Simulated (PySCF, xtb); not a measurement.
Ta(NH)(NH2)3 (H₇N₄Ta), SMILES [NH2][Ta]([NH2])([NH2])=[NH], multiplicity 1.

xtb with GFN2-xTB at its own geometry gives an orbital gap of 3.55 eV and a dipole moment of 4.22 D.

Coordinates come from a B3LYP-D3(BJ)/def2-SVP optimisation. The spin state was assumed, not searched. The def2 effective core potentials stand for the cores of Ta; spin–orbit coupling is left out. Other conformers were not sampled.

Problem. What does M06-2X/def2-TZVP in PySCF give? (An estimate is asked for; the answer gives what the named calculation found.)

Solution. gap 8.76 eV (levels -8.22 and 0.54 eV), dipole 1.70 D.
